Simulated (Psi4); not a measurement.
C$_{3}$H$_{9}$Sb (SMILES [CH3][Sb]([CH3])[CH3]), singlet, geometry from GFN2-xTB (core potentials on Sb), atoms displaced at random by about 0.002 Å a coordinate; B3LYP/def2-SVP (Psi4 1.11).

Here is a job for Psi4.
```
memory 2 GB

molecule {
0 1
Sb   -0.00477030    0.00645292    0.43253016
C     0.19074944   -1.81994732   -0.71267229
H     1.11881181   -2.32324117   -0.45567135
H     0.19995452   -1.59243472   -1.77247669
H    -0.63447476   -2.48809839   -0.49450781
C     1.48829310    1.05145094   -0.74427691
H     2.47130941    0.67176171   -0.50101530
H     1.45877340    2.11109960   -0.52287280
H     1.29446209    0.89724190   -1.80226360
C    -1.64599150    0.73338682   -0.79078143
H    -2.55278601    0.18615672   -0.55351351
H    -1.40982728    0.60096542   -1.83499734
H    -1.81496991    1.79107648   -0.58860132
}

set {
  basis def2-svp
}

energy('b3lyp')
print_variables()
```

What the program printed (banner, timings and long lists left out):

```
   => Loading Basis Set <=

    Name: DEF2-SVP
    Role: ORBITAL
    Keyword: BASIS

    !!!  WARNING: ECP capability is in beta. Please check occupations closely.  !!!

         ---------------------------------------------------------
                                   SCF
               by Justin Turney, Rob Parrish, Andy Simmonett
                          and Daniel G. A. Smith
                              RKS Reference
         ---------------------------------------------------------

  ==> Geometry <==

    Molecular point group: c1
    Full point group: C1

    Geometry (in Angstrom), charge = 0, multiplicity = 1:

       Center              X                  Y                   Z               Mass
    ------------   -----------------  -----------------  -----------------  -----------------
         SB          -0.004481974269     0.005174064116     0.331736551633   120.903812000000
         C            0.191037765731    -1.821226175884    -0.813465898367    12.000000000000
         H            1.119100135731    -2.324520025884    -0.556464958367     1.007825032230
         H            0.200242845731    -1.593713575884    -1.873270298367     1.007825032230
         H           -0.634186434269    -2.489377245884    -0.595301418367     1.007825032230
         C            1.488581425731     1.050172084116    -0.845070518367    12.000000000000
         H            2.471597735731     0.670482854116    -0.601808908367     1.007825032230
         H            1.459061725731     2.109820744116    -0.623666408367     1.007825032230
         H            1.294750415731     0.895963044116    -1.903057208367     1.007825032230
         C           -1.645703174269     0.732107964116    -0.891575038367    12.000000000000
         H           -2.552497684269     0.184877864116    -0.654307118367     1.007825032230
         H           -1.409538954269     0.599686564116    -1.935790948367     1.007825032230
         H           -1.814681584269     1.789797624116    -0.689394928367     1.007825032230

  Running in c1 symmetry.

  Rotational constants: A =      0.12427  B =      0.12409  C =      0.10140 [cm^-1]
  Rotational constants: A =   3725.63268  B =   3720.24345  C =   3040.00823 [MHz]
  Nuclear repulsion =  208.374675713297080

  Charge       = 0
  Multiplicity = 1
  Electrons    = 50
  Nalpha       = 25
  Nbeta        = 25

  ==> Algorithm <==

  SCF Algorithm Type is DF.
  DIIS enabled.
  MOM disabled.
  Fractional occupation disabled.
[...]
   @DF-RKS iter   5:  -359.96849096684787   -1.34629e-03   7.62410e-05 DIIS
   @DF-RKS iter   6:  -359.96853225979538   -4.12929e-05   1.93907e-05 DIIS
   @DF-RKS iter   7:  -359.96853448903545   -2.22924e-06   7.94307e-06 DIIS
   @DF-RKS iter   8:  -359.96853492438123   -4.35346e-07   2.24729e-06 DIIS
   @DF-RKS iter   9:  -359.96853496233501   -3.79538e-08   2.03536e-07 DIIS
  Energy and wave function converged.

  ==> Post-Iterations <==

   Electrons on quadrature grid:
      Ntotal   =   50.0000883261 ; deviation = 8.833e-05

    Orbital Energies [Eh]
    ---------------------

    Doubly Occupied:

[...]
      25A     -0.228844

    Virtual:

[...]
     113A     54.416701

    Final Occupation by Irrep:
              A
    DOCC [    25 ]
    NA   [    25 ]
    NB   [    25 ]

  @DF-RKS Final Energy:  -359.96853496233501

   => Energetics <=

    Nuclear Repulsion Energy =            208.3746757132970799
    One-Electron Energy =                -993.9572383002885090
    Two-Electron Energy =                 457.3117934103800053
    DFT Exchange-Correlation Energy =     -31.6977657857235826
    Empirical Dispersion Energy =           0.0000000000000000
    VV10 Nonlocal Energy =                  0.0000000000000000
    Total Energy =                       -359.9685349623350135

Computation Completed

Properties will be evaluated at   0.000000,   0.000000,   0.000000 [a0]

Properties computed using the SCF density matrix

 Multipole Moments:

 ------------------------------------------------------------------------------------
     Multipole            Electronic (a.u.)      Nuclear  (a.u.)        Total (a.u.)
 ------------------------------------------------------------------------------------

 L = 1.  Multiply by 2.5417464519 to convert [e a0] to [Debye]
 Dipole X            :         -0.4331649            0.4426852            0.0095203
 Dipole Y            :          0.5046748           -0.5133544           -0.0086796
 Dipole Z            :         32.1236007          -32.3214793           -0.1978786
 Magnitude           :                                                    0.1982975

 ------------------------------------------------------------------------------------

  Variable Map:
  ----------------------------------------------------------------------------
[...]
  Array Variable Map:
  ----------------------------------------------------------------------------
[...]
[...]
```
